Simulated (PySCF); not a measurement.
C₂H₅F₃GeO₃S.
SMILES with atom numbers: `[O:1]=[S:2](=[O:3])([CH2:4][O:5][GeH3:6])[C:7]([F:8])([F:9])[F:10]` (hydrogens: H11, H12 on C4; H13, H14, H15 on Ge6)

The calculation used PBE0-D3(BJ)/def2-SVP geometry optimisation, gas phase (PySCF 2.14.0).

Q: What internal coordinates does the optimisation give?

A: 
```
                     bond  length (bohr)   order
             O1=S2, S2=O3          2.754  double
                    S2–C4          3.445  single
                    C4–O5          2.564  single
                   O5–Ge6          3.443  single
                    S2–C7          3.541  single
     C7–F8, C7–F9, C7–F10          2.494  single
           C4–H11, C4–H12          2.091  single
Ge6–H13, Ge6–H14, Ge6–H15          2.897  single
```

Bonds in one row agree within 0.02 bohr and their mean is given. Orders are formal, as drawn. A selection of angles:
```
    angle  degrees
 O1–S2–O3    122.6
 O1–S2–C4    109.7
 O1–S2–C7    106.3
 O3–S2–C4    107.5
 C4–S2–C7    103.2
 S2–C4–O5    112.1
C4–O5–Ge6    123.9
 S2–C7–F8    109.2
 S2–C7–F9    108.3
S2–C7–F10    110.6
 F8–C7–F9    109.6
```

Dihedral angles: O1–S2–C4–O5 -175° (antiperiplanar); S2–C4–O5–Ge6 -68° (synclinal); O1–S2–C7–F8 69° (synclinal). The mirror-image conformer, all signs reversed, is as good.

Of the pairs four or more bonds apart, F8···H12 is among the closest relative to their van der Waals radii: 2.64 Å, 99 % of the sum of Bondi's values. S2 (sulfonyl sulfur) is distorted tetrahedral (angles from 103.2° to 122.6°). O5 (oxygen bonded to C and Ge) is bent (angle 123.9°). Ge6 (germanium bonded to O and 3 H) is distorted tetrahedral (angles from 101.8° to 113.8°). The C–S distances run from 1.823 Å (S2–C4, drawn single) to 1.874 Å (S2–C7, drawn single), a spread of 0.051 Å.

Point group: C1 (no symmetry element, even within 0.4 Å). PBE0-D3(BJ)/def2-SVP frequencies: not computed here. One conformer, not necessarily the lowest.
